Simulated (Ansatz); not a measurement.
C3H4F4 (`FCC(F)(F)CF`), 11 atoms. The species carries charge 0 and has multiplicity 1. All runs use 4 threads of an Arm Neoverse V2 on a shared host. Correlated methods freeze the cores.

Problem. Give the basis size and wall time and peak host memory of each of these runs in Ansatz. RKS PBE0-D4/def2-TZVP frequencies; RKS B3LYP-D4/def2-TZVPP energy and forces; RKS SPW92 (LDA)/def2-TZVPP energy; RKS ωB97M-V/def2-QZVPP energy; RKS r2SCAN-D4/def2-TZVPP energy and forces; RKS revPBE-D4/def2-TZVPP energy; RKS PBE0-D4/def2-QZVPP energy; RHF-CCSD(T)/def2-TZVPP energy; RKS PBE0-D4/def2-TZVP relaxation (6 steps); RHF-MP2/def2-QZVPP energy; RKS PBE0-D4/def2-SVP energy; RHF-CCSD(T)/def2-SVP energy. (Best estimate.)

Solution. Computed: Other jobs shared the machine, so times are rough.

| level | job | functions | wall time | peak host memory (GiB) |
| --- | --- | --- | --- | --- |
| RKS PBE0-D4/def2-SVP | energy | 118 | 1.1 s | 0.56 |
| RKS SPW92 (LDA)/def2-TZVPP | energy | 273 | 1.4 s | 0.36 |
| RKS revPBE-D4/def2-TZVPP | energy | 273 | 2.4 s | 0.36 |
| RKS r2SCAN-D4/def2-TZVPP | energy and forces | 273 | 5.5 s | 0.39 |
| RKS B3LYP-D4/def2-TZVPP | energy and forces | 273 | 6 s | 0.81 |
| RKS PBE0-D4/def2-QZVPP | energy | 519 | 8.5 s | 2 |
| RHF-CCSD(T)/def2-SVP | energy | 118 | 18 s | 0.8 |
| RKS ωB97M-V/def2-QZVPP | energy | 519 | 19 s | 2.4 |
| RKS PBE0-D4/def2-TZVP | relaxation (6 steps) | 241 | 30 s | 0.68 |
| RHF-MP2/def2-QZVPP | energy | 519 | 33 s | 3.9 |
| RKS PBE0-D4/def2-TZVP | frequencies | 241 | 3.1 min | 0.69 |
| RHF-CCSD(T)/def2-TZVPP | energy | 273 | 9.2 min | 8.7 |

B3LYP here is the variant with VWN-RPA as its local correlation; programs differ in this.
